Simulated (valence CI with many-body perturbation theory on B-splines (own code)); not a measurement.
## Energy levels of V⁸⁺

Method: valence CI with perturbative core correlation (CI+MBPT): five valence electrons over a frozen Dirac-Fock core [Ne], radial functions for each j: 9 s, 9 p, 8 d, 6 f, 3 g, 1 h, with the one-electron correlation potential Σ1, the two-electron term Σ2, the three-electron term Σ3, Breit, model QED; selected CI, second order for the rest, scaled by the run's own slope (own B-spline code, finite nucleus).

No measured spectrum was set against this ion. As an estimate, levels of excited configurations hold to 0.05 to 0.15 % of their energy, terms of the ground configuration to about 0.5 %. Among the levels kept, up to 700 cm⁻¹ of a level comes from second order outside the variational space, and about a tenth of that is noise between levels of different J, which matters for small intervals.

Levels 1 to 45 of 48, with energies above the lowest level, 3s2 3p3 4S°_3/2. "Leading %" is the weight of the configuration and term that name the level; weights of strongly mixed levels are sums over their largest components and can fall short. Lifetimes count E1, E2, E3, M1 and M2 decay at the calculated energies, and are blank where another channel may lead or the interval is too uncertain; long ones can be off by a factor of two.

| No. | Configuration | Term | J | E (cm⁻¹) | Leading % | g | Second component | Lifetime |
| --- | --- | --- | --- | --- | --- | --- | --- | --- |
| 1 | 3s2 3p3 | 4S° | 3/2 | 0 | 96 | 1.995 |  |  |
| 2 | 3s2 3p3 | 2D° | 3/2 | 34937 | 90 | 0.834 | 6 % 3s2 3p3 2P° | 172 ms |
| 3 | 3s2 3p3 | 2D° | 5/2 | 36552 | 96 | 1.200 |  | 4.29 s |
| 4 | 3s2 3p3 | 2P° | 1/2 | 59352 | 95 | 0.665 |  | 18.8 ms |
| 5 | 3s2 3p3 | 2P° | 3/2 | 61542 | 88 | 1.306 | 6 % 3s2 3p3 2D° | 7.73 ms |
| 6 | 3s 3p4 | 4P | 5/2 | 214040 | 88 | 1.598 | 9 % 3s2 3p2 3d 4P | 980 ps |
| 7 | 3s 3p4 | 4P | 3/2 | 218780 | 88 | 1.733 | 10 % 3s2 3p2 3d 4P | 934 ps |
| 8 | 3s 3p4 | 4P | 1/2 | 221140 | 87 | 2.666 | 10 % 3s2 3p2 3d 4P | 903 ps |
| 9 | 3s 3p4 | 2D | 3/2 | 265290 | 76 | 0.804 | 20 % 3s2 3p2 3d 2D | 454 ps |
| 10 | 3s 3p4 | 2D | 5/2 | 265970 | 76 | 1.202 | 20 % 3s2 3p2 3d 2D | 483 ps |
| 11 | 3s2 3p2 3d | 2P | 3/2 | 305760 | 51 | 1.330 | 45 % 3s 3p4 2P | 168 ps |
| 12 | 3s2 3p2 3d | 2P | 1/2 | 309370 | 42 | 0.884 | 39 % 3s 3p4 2P | 157 ps |
| 13 | 3s 3p4 | 2S | 1/2 | 319570 | 67 | 1.783 | 14 % 3s2 3p2 3d 2S | 177 ps |
| 14 | 3s2 3p2 3d | 4F | 3/2 | 337740 | 95 | 0.412 |  | 20.0 ns |
| 15 | 3s2 3p2 3d | 4F | 5/2 | 339550 | 94 | 1.038 |  | 33.6 ns |
| 16 | 3s2 3p2 3d | 4F | 7/2 | 342180 | 94 | 1.242 |  | 99.8 ns |
| 17 | 3s2 3p2 3d | 4F | 9/2 | 345570 | 96 | 1.332 |  |  |
| 18 | 3s2 3p2 3d | 2F | 5/2 | 349420 | 78 | 0.953 | 18 % 3s2 3p2 3d 4D | 34.1 ns |
| 19 | 3s2 3p2 3d | 2F | 7/2 | 351440 | 50 | 1.279 | 46 % 3s2 3p2 3d 4D | 78.7 ns |
| 20 | 3s2 3p2 3d | 4D | 1/2 | 351680 | 96 | 0.002 |  | 5.63 ns |
| 21 | 3s2 3p2 3d | 4D | 3/2 | 352240 | 94 | 1.189 |  | 5.42 ns |
| 22 | 3s2 3p2 3d | 4D | 5/2 | 354260 | 75 | 1.266 | 18 % 3s2 3p2 3d 2F | 7.67 ns |
| 23 | 3s2 3p2 3d | 4D | 7/2 | 358820 | 48 | 1.287 | 46 % 3s2 3p2 3d 2F | 7.13 μs |
| 24 | 3s2 3p2 3d | 2G | 7/2 | 388790 | 96 | 0.890 |  | 13.0 ns |
| 25 | 3s2 3p2 3d | 2G | 9/2 | 389990 | 96 | 1.113 |  |  |
| 26 | 3s2 3p2 3d | 2P | 3/2 | 399020 | 50 | 1.326 | 43 % 3s 3p4 2P | 20.2 ps |
| 27 | 3s2 3p2 3d | 2P | 1/2 | 405030 | 52 | 0.698 | 41 % 3s 3p4 2P | 20.2 ps |
| 28 | 3s2 3p2 3d | 4P | 5/2 | 406840 | 84 | 1.591 | 9 % 3s 3p4 4P | 15.0 ps |
| 29 | 3s2 3p2 3d | 4P | 3/2 | 409220 | 83 | 1.710 | 9 % 3s 3p4 4P | 14.7 ps |
| 30 | 3s2 3p2 3d | 4P | 1/2 | 410630 | 84 | 2.631 | 9 % 3s 3p4 4P | 14.4 ps |
| 31 | 3s2 3p2 3d | 2D | 3/2 | 416390 | 88 | 0.828 |  | 87.9 ps |
| 32 | 3s2 3p2 3d | 2D | 5/2 | 422280 | 88 | 1.207 | 6 % 3s 3p4 2D | 56.3 ps |
| 33 | 3s2 3p2 3d | 2D | 5/2 | 438540 | 82 | 1.200 | 12 % 3s 3p4 2D | 22.2 ps |
| 34 | 3s2 3p2 3d | 2D | 3/2 | 438890 | 79 | 0.805 | 14 % 3s 3p4 2D | 18.2 ps |
| 35 | 3s2 3p2 3d | 2P | 1/2 | 452990 | 80 | 0.802 | 8 % 3s2 3p2 3d 2S | 18.5 ps |
| 36 | 3s2 3p2 3d | 2P | 3/2 | 456630 | 88 | 1.328 | 6 % 3s 3p4 2P | 18.1 ps |
| 37 | 3s2 3p2 3d | 2S | 1/2 | 458330 | 70 | 1.871 | 14 % 3s 3p4 2S | 19.3 ps |
| 38 | 3s2 3p2 3d | 2F | 5/2 | 459540 | 88 | 0.882 | 4 % 3s2 3p2 3d 2D | 12.1 ps |
| 39 | 3s2 3p2 3d | 2F | 7/2 | 461100 | 95 | 1.142 |  | 12.0 ps |
| 40 | 3s2 3p2 3d | 2D | 5/2 | 477950 | 85 | 1.176 | 4 % 3s2 3p2 3d 2F | 13.5 ps |
| 41 | 3s2 3p2 3d | 2D | 3/2 | 479350 | 93 | 0.800 |  | 13.7 ps |
| 42 | 3s 3p3 3d | 6D° | 1/2 | 487080 | 99 | 3.335 |  | 81.1 ns |
| 43 | 3s 3p3 3d | 6D° | 3/2 | 487180 | 99 | 1.867 |  | 95.1 ns |
| 44 | 3s 3p3 3d | 6D° | 5/2 | 487350 | 99 | 1.657 |  | 137 ns |
| 45 | 3s 3p3 3d | 6D° | 7/2 | 487600 | 99 | 1.587 |  | 273 ns |

Names give the largest LS component (configuration and term), which can be under half, so a name can repeat, a term be missing and a line seem to break the LS rules; names also repeat where a configuration has a term twice.

The ionisation energy to 3s2 3p2 3P_0 of the next ion comes out as 203.72 eV (NIST: 206 ± 0.4 eV (semi-empirical), further off than twice its uncertainty). All 48 levels together are meant to be complete up to 507560 cm⁻¹.
